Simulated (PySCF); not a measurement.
# Two-component Hartree-Fock for Sn⁺ (tin, charge +1)

Start: [Kr] 4d10 5s2 5p1; 5p1/2 filled at m_j = +1/2. Calculated with PySCF 2.14 in x2c-TZVPPall-2c (8s9p5d2f, 74 functions): generalised Hartree-Fock with the X2C-1e Hamiltonian and a Gaussian nucleus; one run each with spin-orbit coupling (SO) switched off, then screened by Boettger's factors.

```tsv
spinor shell	electrons	ε, spin-free (eV)	ε, screened SO (eV)	weight of nominal j (screened SO)	rms radius, screened SO (bohr)
1s1/2	2	-29355.2	-29352.4	1.000	0.0333
2s1/2	2	-4531.5	-4530.6	1.000	0.136
2p1/2	2	-4061.7	-4221.5	1.000	0.118
2p3/2	4	-4061.7	-3988.6	1.000	0.123
3s1/2	2	-920.89	-920.53	1.000	0.361
3p1/2	2	-763.57	-793.60	1.000	0.354
3p3/2	4	-763.57	-749.57	1.000	0.366
3d3/2	4	-522.05	-527.11	1.000	0.340
3d5/2	6	-522.05	-518.23	1.000	0.343
4s1/2	2	-168.11	-167.91	1.000	0.874
4p1/2	2	-118.18	-123.57	1.000	0.930
4p3/2	4	-118.18	-115.46	1.000	0.961
4d3/2	4	-43.650	-44.198	1.000	1.18
4d5/2	6	-43.650	-42.990	1.000	1.19
5s1/2	2	-20.949	-20.860	0.997	2.54
5p1/2	1	-14.041	-14.399	0.992	3.12
```

```json
{"quantity": "E (hartree)", "spin-free": "-6172.79676", "screened SO": "-6174.27120"}
{"quantity": "M_J", "spin-free": "1/2", "screened SO": "1/2"}
{"quantity": "⟨J²⟩", "spin-free": "1.100", "screened SO": "0.787"}
{"quantity": "⟨L²⟩", "spin-free": "2.042", "screened SO": "2.056"}
{"quantity": "⟨S²⟩", "spin-free": "0.764", "screened SO": "0.780"}
```

Each row is a mean over spinors that exchange with the open shell spreads, by up to 0.387 eV (4p1/2).

Breit and QED terms are absent; they matter most for the inner s and p1/2 levels.

Densities and radii are taken from the X2C orbitals without a picture-change correction, which distorts them close to the nucleus.

Without spin-orbit coupling the j labels of p, d and f shells carry no meaning; the spin-free column gives the mean over the occupied spinors of each nl shell, and its ⟨J²⟩ belongs to a mixture of degenerate components.
